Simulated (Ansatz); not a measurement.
The cluster CaI2, relaxed as a singlet with RKS PBE-D4/def2-TZVP in Ansatz, starting from the GFN2-xTB geometry. Force threshold 0.02 eV/Å.

In the def2 sets I takes a core potential; there is no spin–orbit coupling. The structure comes from a short search, and lower isomers may exist.

Start:

```xyz
3

Ca    0.181    0.632   -0.124
I    -1.024    0.412    2.396
I     0.844   -1.044   -2.272
```

Task: Estimate the energy that the relaxation releases and the steps that it takes.

Result: 1.1 kcal/mol, in 7 steps; 6 s on 4 threads of Arm Neoverse V2 on a shared host. The force fell under the threshold at step 4, but the optimiser went on and released 0.004 eV more. No frequencies were taken in this run, so the end may be a saddle point.

Task: Does the start keep its bonding and symmetry?

Result: By distances, no bond broke or formed. The bond that changes most is Ca1–I2, from 2.80 to 2.83 Å (atoms count from 1). Point group C2v at the start, D∞h at the end, both within 0.05 Å; within 0.015 Å the end is C∞v.

Task: Predict the relaxed structure.

Result: 
```xyz
3

Ca    0.0036    0.0124   -0.0024
I    -1.0108    0.7798    2.5229
I     1.0072   -0.7922   -2.5204
```
Bond lengths: 2 × Ca–I 2.83 Å.
